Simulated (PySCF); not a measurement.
These are PBE-D3(BJ)/def2-TZVP // PBE0-D3(BJ)/def2-TZVP run with PySCF 2.14.0 values and carry that method's errors. Isolated molecules, 0 K electronic values unless said otherwise. Excitations are Tamm–Dancoff values on a coarser integration grid. The basis has no diffuse functions, so Rydberg states are missing or too high.

Reference species (SMILES): `C=C[SiH3]` (neutral, multiplicity 1).

```yaml
HOMO: -6.90 eV
S1–T1 gap (TDA): 2.07 eV
```

Changed species: `C=[SiH]C`.

Q: Give the shifts of the HOMO and S1–T1 gap (TDA).

A: the HOMO rises by 1.63 eV, to -5.27 eV; the S1–T1 gap (TDA) increases by 0.49 eV, to 2.56 eV.
